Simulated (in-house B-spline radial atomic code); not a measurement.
A calculation on Ga IV (Ga3+): its settings, and results tabulated from the run. Computed with an all-electron radial atomic-structure program (B-spline basis): scalar-relativistic (X2C) PBE, spherical fractional occupations, Fermi nucleus of rms radius 3.9973 fm, inside a hard spherical wall at 5.85 bohr.

Command:
```bash
python run_scf.py task.json out
```
Settings (nuclear radius in fm, mass in u):
```
Z                31
configuration    [Ar] 3d10
hamiltonian      x2c
method           pbe,pbe
spin_polarised   False
nucleus          fermi
rms_radius       3.9973
atomic_mass      68.92557
speed_of_light   137.035999084
wall_radius      5.85
```

Output (hartree, bohr):
```
 radial grid: 64 intervals, B-splines of order 8, outer radius 5.85 bohr

 iter        energy (Eh)    residual
    1       -1935.824652    3.54e-01
    2       -1934.082133    5.97e-01
    3       -1941.447922    5.60e-02
    4       -1941.480387    1.27e-02
    5       -1941.480253    1.33e-02
    6       -1941.484920    1.77e-03
    7       -1941.484972    1.40e-04
    8       -1941.484972    5.82e-06
    9       -1941.484972    1.74e-07

 total energy                     -1941.48497
 kinetic                            1979.8332
 electron-nucleus                  -4650.2056
 Hartree                             803.9049
 exchange-correlation                -75.0175

 orbital      occ     eigenvalue          <r>       <r^2>       <1/r>       r_max
 1s         2.000      -376.8129    0.0482279  0.00314199     31.8913     0.03136
 2s         2.000       -47.5765      0.21755   0.0558989     6.94208      0.1824
 2p         6.000       -41.5772     0.190596   0.0445432     6.72386      0.1463
 3s         2.000        -6.6751     0.651929    0.490778     2.19939      0.5649
 3p         6.000        -4.8661      0.67874    0.543033     2.03237      0.5673
 3d        10.000        -1.9286     0.787329    0.794527     1.67094      0.5335
```

Cost of the run: 0.11 s on 1 thread of Arm Neoverse N1, with other jobs on the host.

One-electron X2C: radii and densities carry no picture-change correction, so inner-shell <1/r> comes out high (for 1s by about 2 % at Z = 33, 5 % at 54, 10 % at 75, 30 % at 118) and <r> low.
